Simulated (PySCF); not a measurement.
Species: C3H12Ge2.
InChI=1S/C3H12Ge2/c1-2-3(4)5/h3H,2H2,1,4-5H3

Computed with TDDFT PBE0/def2-SVPD, vertical, gas phase, core orbitals frozen in the response (PySCF 2.14.0, density-fitted response routines). Geometry: PBE0-D3(BJ)/def2-SVP, one conformer, isolated molecule. Relativistic effects, spin–orbit coupling among them, are left out although an element past zinc is present. Torsions of this conformer, `[CH3:1][CH2:2][CH:3]([GeH3:4])[GeH3:5]`: C1–C2–C3–Ge4 -176°.

Problem. Predict the UV-vis stick spectrum at this level.

Solution. 

```csv
state,λ (nm),E (eV),f,|μ| (D),"main configurations (H = HOMO, L = LUMO)"
S1,174.8,7.09,0.0023,0.29,H→L (95%)
S2,165.4,7.49,0.332,3.42,H→L+1 (91%)
S3,160.8,7.71,0.026,0.94,"H→L+2 (59%), H→L+3 (35%)"
S4,159.9,7.75,0.0043,0.38,H-1→L (90%)
S5,159.3,7.78,0.0057,0.44,"H→L+3 (58%), H→L+2 (33%)"
S6,156.2,7.94,0.0090,0.55,H→L+4 (91%)
S7,152.4,8.14,0.021,0.83,"H→L+5 (45%), H-1→L+1 (37%), H→L+6 (8%)"
S8,151.9,8.16,0.042,1.17,"H-1→L+1 (50%), H→L+5 (41%)"
S9,149.8,8.28,0.011,0.58,"H-2→L (68%), H-1→L+2 (10%), H-3→L (10%)"
S10,148.6,8.34,0.011,0.60,"H-1→L+3 (37%), H-1→L+2 (23%), H→L+6 (19%)"
```

Triplets, Tamm–Dancoff:

| state | E (eV) | λ (nm) | main configurations (H = HOMO, L = LUMO) |
| --- | --- | --- | --- |
| T1 | 6.79 | 182.7 | H→L (62%), H→L+1 (32%) |
| T2 | 6.95 | 178.4 | H→L+1 (58%), H→L (27%) |
| T3 | 7.36 | 168.5 | H→L+2 (47%), H-1→L (19%), H-1→L+1 (16%) |
| T4 | 7.46 | 166.2 | H-1→L (55%), H→L+2 (33%) |

The lowest singlet comes at 175 nm (684 kJ/mol) in the vacuum ultraviolet; it is very weak; its leading configuration is HOMO→LUMO (95%). The strongest level in the table is S2 at 7.49 eV (165 nm, f = 0.332). Löwdin shares by element: HOMO carbon 40% or more, germanium 30% (atoms not listed hold the other 29%); LUMO germanium 44%, hydrogen 11% or more (atoms not listed hold the other 45%). The oscillator strengths of these states sum to 0.465; summed over the whole spectrum of an exact calculation they would give the number of electrons, 94 (Thomas–Reiche–Kuhn). Weighted by f, the mean energy of these states is 7.65 eV. Orbital energies (eV): HOMO-3 -9.24, HOMO-2 -9.19, HOMO-1 -8.64, HOMO -7.96, LUMO 0.22, LUMO+1 0.55, LUMO+2 0.75. No computed singlet lies in the visible range (380 to 750 nm); the lowest, at 175 nm, stands 3.83 eV above its violet end (3.26 eV). All these states lie below the vertical ionisation energy of 9.68 eV (ΔSCF). Singlets were solved by full linear response, triplets in the Tamm–Dancoff approximation.

Hardware: an Arm Neoverse V1 with one thread, no GPU (shared host). Cost: 2.5 min.
